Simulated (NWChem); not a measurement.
Basis-set convergence for isocyanic acid (CHNO)

```xyz
4

N      1.1634    -0.0754     0.0000
C     -0.0464     0.0211     0.0000
O     -1.2138    -0.0336     0.0000
H      1.8451     0.6707     0.0000
```
Charge 0, spin multiplicity 1.

All runs are NWChem calculations. The geometry was optimised at B3LYP/def2-SVP, a minimum by its harmonic frequencies.

Quantity: LUMO energy at the level PBE0.

The Pople sets run with spherical d functions.

```tsv
basis	functions	LUMO energy (eV)
STO-3G	16	3.27
6-31G*	44	0.47
cc-pVDZ	47	0.53
def2-SVP	47	0.40
6-311G**	60	0.32
6-311++G**	73	-0.27
cc-pVTZ	104	0.23
def2-TZVPP	107	0.13
aug-cc-pVTZ	161	-0.34
cc-pVQZ	195	0.11
```

Smallest basis within 0.2 eV of cc-pVQZ, the largest set run: cc-pVTZ, with 104 functions against 195 and about 9 % of the time (also within reach: def2-TZVPP). cc-pVQZ isn't the basis-set limit itself, and a small set can land close by cancellation.

This LUMO lies above zero in the largest set, so its value hangs on the diffuse functions.
